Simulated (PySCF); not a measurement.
C6H9N2 (charge -1).
SMILES with atom numbers: `[CH3:1][CH2:2][CH2:3][c:4]1[cH:5][n-:6][cH:7][n:8]1` (hydrogens: H9, H10, H11 on C1; H12, H13 on C2; H14, H15 on C3; H16 on C5; H17 on C7)

The same species was optimised twice, with GFN2-xTB and with PBE0-D3(BJ)/def2-SVP (PySCF), and the same property calculations (PySCF, gas phase) were run on both structures.

| coordinate | GFN2-xTB | PBE0-D3(BJ)/def2-SVP | change |
| --- | --- | --- | --- |
| C4–C5 (Å) | 1.378 | 1.396 | +0.018 |
| C7–N8 (Å) | 1.333 | 1.344 | +0.011 |
| N6–C7 (Å) | 1.333 | 1.341 | +0.008 |
| C4–N8 (Å) | 1.366 | 1.365 | -0.001 |
| C2–C3 (Å) | 1.536 | 1.535 | -0.001 |
| C5–N6 (Å) | 1.360 | 1.361 | +0.001 |
| C3–C4 (Å) | 1.497 | 1.498 | +0.001 |
| C1–C2 (Å) | 1.523 | 1.522 | -0.001 |
| C2–C3–C4 (°) | 111.8 | 114.6 | +2.8 |
| C1–C2–C3 (°) | 110.7 | 112.7 | +2.0 |
| C3–C4–N8 (°) | 122.6 | 123.0 | +0.4 |
| C3–C4–C5 (°) | 129.0 | 128.7 | -0.3 |
| C5–C4–N8 (°) | 108.4 | 108.3 | -0.1 |
| C5–N6–C7 (°) | 102.6 | 102.5 | -0.1 |
| C4–C5–N6 (°) | 109.5 | 109.7 | +0.2 |
| N6–C7–N8 (°) | 116.4 | 116.5 | +0.1 |
| C1–C2–C3–C4 (°) | -65 | -69 | -4 |
| C2–C3–C4–C5 (°) | -88 | -116 | -28 |

Rotational constants: A = 4604, B = 1419, C = 1261 MHz (GFN2-xTB) against A = 4902, B = 1380, C = 1160 MHz (PBE0-D3(BJ)/def2-SVP). Point groups within 0.08 Å: C1 and C1.

On the GFN2-xTB structure: HOMO (eV) -0.62 [PBE0/pcSseg-1]; LUMO (eV) 5.09 [PBE0/pcSseg-1]; GIAO shielding of C1 (ppm) 172.3 [PBE0/pcSseg-1]; GIAO shielding of C2 (ppm) 153.3 [PBE0/pcSseg-1]; GIAO shielding of C3 (ppm) 151.1 [PBE0/pcSseg-1]; GIAO shielding of C4 (ppm) 46.9 [PBE0/pcSseg-1]; GIAO shielding of C5 (ppm) 63.0 [PBE0/pcSseg-1]; GIAO shielding of N6 (ppm) -27.8 [PBE0/pcSseg-1]; GIAO shielding of C7 (ppm) 41.0 [PBE0/pcSseg-1]; GIAO shielding of N8 (ppm) -29.0 [PBE0/pcSseg-1].

Q: What do these properties become on the PBE0-D3(BJ)/def2-SVP structure?

A: 
| property | level | on GFN2-xTB | on PBE0-D3(BJ)/def2-SVP | change |
| --- | --- | --- | --- | --- |
| HOMO (eV) | PBE0/pcSseg-1 | -0.62 | -0.62 | 0.00 |
| LUMO (eV) | PBE0/pcSseg-1 | 5.09 | 5.05 | -0.04 |
| energy, GFN2-xTB geometry as zero (kcal/mol) | PBE0/pcSseg-1 | 0.0 | -1.1 | -1.1 |
| GIAO shielding of C1 (ppm) | PBE0/pcSseg-1 | 172.3 | 167.8 | -4.5 |
| GIAO shielding of C2 (ppm) | PBE0/pcSseg-1 | 153.3 | 153.0 | -0.3 |
| GIAO shielding of C3 (ppm) | PBE0/pcSseg-1 | 151.1 | 150.7 | -0.4 |
| GIAO shielding of C4 (ppm) | PBE0/pcSseg-1 | 46.9 | 44.8 | -2.1 |
| GIAO shielding of C5 (ppm) | PBE0/pcSseg-1 | 63.0 | 59.6 | -3.4 |
| GIAO shielding of N6 (ppm) | PBE0/pcSseg-1 | -27.8 | -26.3 | +1.5 |
| GIAO shielding of C7 (ppm) | PBE0/pcSseg-1 | 41.0 | 38.6 | -2.4 |
| GIAO shielding of N8 (ppm) | PBE0/pcSseg-1 | -29.0 | -24.8 | +4.2 |

The heavy atoms differ by 0.245 Å rms after alignment. Among bonds between heavy atoms C4–C5 changes most (+0.018 Å). Changes are differences of the printed values. Neither structure is proved a minimum here. One conformer (not necessarily the lowest) at the PBE0-D3(BJ)/def2-SVP geometry, without solvent, vibrations or thermal averaging. The geometry's basis has no diffuse functions, a weakness for an anion.

The values belong to the conformer `[CH3:1][CH2:2][CH2:3][c:4]1[cH:5][n-:6][cH:7][n:8]1`: C1–C2–C3–C4 -69°, C2–C3–C4–C5 -116°.
